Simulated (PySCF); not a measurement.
# What a mistake does to a calculation on AlH3O3

Calculated results; nothing here was measured. They come from PySCF 2.14.0, an open-source quantum chemistry program, on an isolated molecule that a program drew, which may never have been made. The molecule is AlH3O3 (charge 0, singlet), drawn as the SMILES string `[OH][Al]([OH])[OH]`.

Each row is a Hartree-Fock (HF) and frozen-core CCSD(T) single point in the cc-pV(D+d)Z basis, meant for a local HF minimum. Run 1 is clean. Each other run has one planted mistake out of seven kinds, and not every kind appears here: one electron removed, one electron added, multiplicity raised by two, geometry at a saddle point, minimal basis STO-3G, one bond length entered in bohr, all coordinates scaled. The reference is restricted for singlets and unrestricted otherwise, and also for a bond in bohr. Adding or removing an electron swaps singlet and doublet. Electrons count all cores. HOMO and LUMO are orbital energies over both spins, the gradient is its largest component, and the lowest frequency (negative if imaginary) is given only where the gradient is small. Bond lengths are over the 6 bonds as drawn. T1 is the CCSD diagnostic: over 0.02 (restricted) or 0.045 (unrestricted) a single reference is doubtful.

Geometry of the clean run:
```xyz
7
AlH3O3, angstrom
O     1.2591   -0.5634   -1.4854
Al   -0.1649    0.1963   -1.9557
O    -1.4646    0.2787   -0.8924
O    -0.2898    0.8739   -3.4893
H     1.4294   -0.9715   -0.6533
H    -2.3008    0.6801   -1.0588
H     0.3768    0.8814   -4.1553
```

| run | electrons | basis functions | <S^2> | HOMO (eV) | LUMO (eV) | gradient (hartree/bohr) | lowest frequency (cm^-1) | mean bond (Å) | longest bond (Å) | T1 | HF (hartree) | CCSD(T) (hartree) | mistake |
|---|---|---|---|---|---|---|---|---|---|---|---|---|---|
| 1 | 40 | 80 | 0.000 | -13.26 | 3.08 | 3.9e-05 | 247 | 1.3118 | 1.681 | 0.0132 | -468.44657 | -469.09846 | no fault |
| 2 | 40 | 80 | 0.000 | -12.91 | 2.41 | 6.4e-02 | - | 1.4167 | 1.816 | 0.0163 | -468.40388 | -469.07324 | all coordinates scaled |
| 3 | 40 | 80 | 2.007 | -4.12 | -1.26 | 8.8e-02 | - | 1.3118 | 1.681 | 0.0250 | -468.19793 | -468.82583 | multiplicity raised by two |
| 4 | 39 | 80 | 0.755 | -18.37 | -8.46 | 1.4e-01 | - | 1.3118 | 1.681 | 0.0495 | -468.05700 | -468.67147 | ? |
| 5 | 40 | 27 | 0.000 | -8.64 | 11.08 | 6.5e-02 | - | 1.3118 | 1.681 | 0.0158 | -462.36694 | -462.52140 | ? |

**Which mistake was planted in run 4, and what did it cost?**

It counts 39 electrons, one fewer than the clean run, at the same geometry and basis. So the mistake is: one electron removed. Subtracting run 1 and multiplying by 627.51 kcal/mol a hartree, the energy moved by 244.5 kcal/mol in HF and 267.9 kcal/mol in CCSD(T).

**Which mistake was planted in run 5, and what did it cost?**

It has 27 basis functions where the clean run has 80, with the same electrons and geometry. So the mistake is: minimal basis STO-3G. Subtracting run 1 and multiplying by 627.51 kcal/mol a hartree, the energy moved by 3815.0 kcal/mol in HF and 4127.2 kcal/mol in CCSD(T).

Cautions from the logs. Run 4: T1 is over the limit, so its CCSD(T) energy is less reliable.
